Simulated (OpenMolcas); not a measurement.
4d4 along the 40-electron sequence

```
Program             : OpenMolcas
Method              : SS-CASPT2, IPEA 0.25 Eh, imaginary shift 0.1 Eh
Basis               : ANO-RCC-VQZP
Scalar Hamiltonian  : DKH2, point nucleus
Spin-orbit coupling : RASSI with atomic mean-field integrals over the reference wave functions, term energies averaged over their components
```

Active space for each ion: 4 electrons in 10 orbitals (4d 5d); closed shells correlated by CASPT2: 4s 4p.

Computed levels in cm-1 above 5D0:

| Level | Ru4+ | Rh5+ | Pd6+ | Ag7+ |
| --- | --- | --- | --- | --- |
| 5D1 | 483 | 662 | 893 | 1199 |
| 5D2 | 1292 | 1727 | 2270 | 2950 |
| 5D3 | 2300 | 3020 | 3880 | 4940 |
| 5D4 | 3450 | 4450 | 5640 | 7040 |
| 3P0(1) | 16470 | 18330 | 20120 | 21810 |
| 3H4 | 17780 | 19850 | 21920 | 24100 |
| 3P1(1) | 18880 | 21470 | 24100 | 26760 |
| 3H5 | 18960 | 21440 | 24040 | 26860 |
| 3H6 | 19950 | 22700 | 25600 | 28770 |
| weight of 5D in the lowest level (%) | 97 | 96 | 94 | 93 |

Mixed levels, with the weight of the term that names them: Pd6+ 3H4 (74 %), Ag7+ 3H4 (70 %).

Measured, with the error of the calculation in %. Measured levels: Ag7+ from Atoms 5, 11 (2017), spectra Ag VII to Ag IX.

| Level | Ag7+ |
| --- | --- |
| 5D1 | 1340 (-10.5) |
| 5D2 | 3212 (-8.1) |
| 5D3 | 5292 (-6.6) |
| 5D4 | 7443 (-5.4) |
| 3P0(1) | 21309 (+2.3) |
| 3H4 | 23302 (+3.4) |
| 3P1(1) | 26526 (+0.9) |
| 3H5 | 26250 (+2.3) |
| 3H6 | 28185 (+2.1) |

The fine-structure level 5D4 changes by a factor of 2.04 from Ru4+ to Ag7+. Its fourth root runs 7.66, 8.17, 8.67, 9.16, with steps per unit of Z of 0.50, 0.50, 0.49; equal steps would mean a (Z - σ)^4 law with constant σ.

3P0(1) changes by a factor of 1.32 over the same range, with steps per unit of Z of +1860, +1790, +1690 cm-1.

CASPT2 breaks the degeneracy within a term, and the mean is taken; among the terms shown or strongly mixed into the levels shown the widest spread is 72 cm-1 (4d4 3G, Ru4+). Active for correlation alone: 5d; no level in the range computed is led by a configuration that fills it, so any true level of that kind is missing. Computed and measured levels are paired by configuration, term and J; levels that our copy of the source lacks, or whose pairing is in doubt (as where it misses far off the trend of its configuration), stay unpaired and out of the deviations. Levels of configurations outside the active space are missing.

A number in round brackets counts repeated terms of one configuration in the order of the reference energies.
